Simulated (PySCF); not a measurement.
Species: C₅H₁₂O₂Si.
Atom-mapped SMILES: `[CH3:1][CH2:2][O:3][Si@H:4]1[CH2:5][CH2:6][CH2:7][O:8]1`

NICS is the negative of the GIAO shielding at a point without a nucleus: at the ring centre (0) and 1 Å above and below it (1); zz is the component along the ring normal. Level: GIAO PBE0/pcSseg-1 (PySCF, non-relativistic, gas phase) on the GFN2-xTB geometry, one conformer.

Ring bond lengths (Å), with Mayer bond orders in brackets: Si4–C5 1.910 (0.86), C5–C6 1.531 (1.02), C6–C7 1.529 (1.03), C7–O8 1.403 (0.89), O8–Si4 1.626 (1.02).

**Question.** Give the NICS values of each ring in ppm.

**Answer.** 
| ring | type | NICS(0) | NICS(1), two faces | NICS(1)zz, two faces | rms pucker (Å) | centre to ring atoms, mean (Å) |
| --- | --- | --- | --- | --- | --- | --- |
| Si4–C5–C6–C7–O8 | 5-membered ring with O and Si; formal bonds all single | -5.9 | -3.3 / -3.5 | -4.7 / -3.2 | 0.16 | 1.34 |

**Question.** What can be read from them?

**Answer.** 
- Si4–C5–C6–C7–O8: mean NICS(1)zz -3.9 ppm, shielded. Si4, C5, C6, C7 have four or more neighbours, and the NICS criterion for π rings isn't applied.

**Question.** What field does 1 T along the ring normal induce along that normal at the second NICS(1) probe listed for ring Si4–C5–C6–C7–O8, 1 Å off the ring?

**Answer.** NICSzz × B0 = -3.2 ppm × 1 T = -3 μT, against the applied field.

**Question.** What are the shieldings of the ring atoms and their hydrogens in the same run (means over atoms taken as equivalent)?

**Answer.** 
```json
{"atoms": "Si4", "environment": "oxygen-bound silicon", "σ isotropic (ppm)": "356.4"}
{"atoms": "C5", "environment": "sp3 carbon bound to silicon", "σ isotropic (ppm)": "173.3"}
{"atoms": "C6", "environment": "ring CH2 carbon", "σ isotropic (ppm)": "158.3"}
{"atoms": "C7", "environment": "sp3 carbon bound to oxygen", "σ isotropic (ppm)": "119.0"}
{"atoms": "O8", "environment": "silyl ether oxygen", "σ isotropic (ppm)": "273.0"}
{"atoms": "H on Si4", "environment": "Si–H hydrogen", "σ isotropic (ppm)": "26.69"}
{"atoms": "H on C5", "environment": "methylene hydrogen", "σ isotropic (ppm)": "31.03"}
{"atoms": "H on C5", "environment": "methylene hydrogen", "σ isotropic (ppm)": "31.38"}
{"atoms": "H on C6", "environment": "methylene hydrogen", "σ isotropic (ppm)": "29.94"}
{"atoms": "H on C6", "environment": "methylene hydrogen", "σ isotropic (ppm)": "29.98"}
{"atoms": "H on C7", "environment": "methylene hydrogen", "σ isotropic (ppm)": "28.16"}
{"atoms": "H on C7", "environment": "methylene hydrogen", "σ isotropic (ppm)": "27.44"}
```
